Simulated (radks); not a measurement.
Results of a calculation; reference values are marked as such.
The chlorine anion Cl-, [Ar], held by a Watson sphere: a shell of charge +1.49 at radius R that stands for the Madelung well of a crystal (potential energy -1.49/R inside, -1.49/r outside, in hartree with lengths in bohr). Code: a radial shooting solver on a logarithmic mesh with Libxc functionals. Model: non-relativistic Kohn-Sham, LDA (Slater exchange, Perdew-Wang correlation), spin-polarised, spherical densities, point nucleus. Response by self-consistent Sternheimer equations with the Hartree and adiabatic LDA kernel. The sphere does not respond.

| R (bohr) | e(2p) (eV) | e(3s) (eV) | e(3p) (eV) | <r> 3p (bohr) | sum of <r^2> (bohr^2) | X-ray form factor at sin(theta)/lambda = 0.1 1/angstrom | alpha (bohr^3) |
|---|---|---|---|---|---|---|---|
| 1.96 | -194.36 | -26.137 | -14.388 | 1.813 | 30.75 | 16.014 | 13.92 |
| 2.39 | -193.74 | -24.685 | -13.191 | 1.878 | 32.79 | 15.909 | 16.73 |
| 3.5 | -191.75 | -21.692 | -10.386 | 1.982 | 36.46 | 15.745 | 24.94 |
| 3.55 | -191.66 | -21.582 | -10.278 | 1.985 | 36.58 | 15.741 | 25.31 |
| 3.99 | -190.89 | -20.685 | -9.388 | 2.008 | 37.48 | 15.708 | 28.48 |
| 4.39 | -190.25 | -19.974 | -8.677 | 2.023 | 38.12 | 15.687 | 31.18 |
